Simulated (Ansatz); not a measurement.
Species: Al$_{2}$, charge 0, triplet. Al2 (SMILES [Al][Al], triplet).
B3LYP-D3(BJ)/def2-TZVP minimum from Ansatz (a program for electronic structure):
```
Al
Al 1 2.7553
```
Charge 0, spin multiplicity 3.

Quantity: atomisation energy (electronic, to ground-state atoms), in kcal/mol. UHF or UKS for unpaired electrons; spin-orbit terms are left out. CBS(X,Y): correlation extrapolated as X^-3, Hartree-Fock from the larger set (Q,5: extrapolated as (X+1)exp(-9√X)). A bracket is a step between two methods taken in the basis named. Functionals run without relativity, which enters their misses. Double hybrids freeze cores in their MP2 part. '+ core + X2C': CCSD(T) terms for core correlation (cc-pwCVTZ, 1s frozen past Ne) and scalar relativity (cc-pVTZ-DK). Full CI freezes restricted core orbitals, also for open shells; the composite that ends in it estimates full CI at the basis-set limit. The UHF reference of Al2 ([Al][Al], triplet) is spin-contaminated (<S^2> up to 0.04 over the pure value in the sets run).

CCSD(T)/CBS(cc-pV(Q+d)Z,cc-pV(5+d)Z) + [CCSDT(Q) - CCSD(T)]/cc-pV(5+d)Z + [FCI - CCSDT(Q)]/cc-pV(D+d)Z + core + X2C (Ansatz) gives 33.8 kcal/mol.

What does PBE/def2-TZVPD (Ansatz) give here, and how do the other levels compare?

PBE gives 37.9 kcal/mol, 4.1 kcal/mol above it. Differences of the others: r2SCAN/def2-TZVPD (Ansatz) 3.8; B3LYP/def2-TZVPD (Ansatz) -2.5; PBE0/def2-TZVPD (Ansatz) 1.9; wB97M-V/def2-TZVPD (Ansatz) -1.7; B2PLYP/def2-TZVPD (Ansatz) -3.0; CCSD(T)/CBS(cc-pV(Q+d)Z,cc-pV(5+d)Z) + core + X2C (Ansatz) -0.8 kcal/mol. Nearer than PBE: r2SCAN/def2-TZVPD, B3LYP/def2-TZVPD, PBE0/def2-TZVPD, wB97M-V/def2-TZVPD, B2PLYP/def2-TZVPD, CCSD(T)/CBS(cc-pV(Q+d)Z,cc-pV(5+d)Z) + core + X2C.
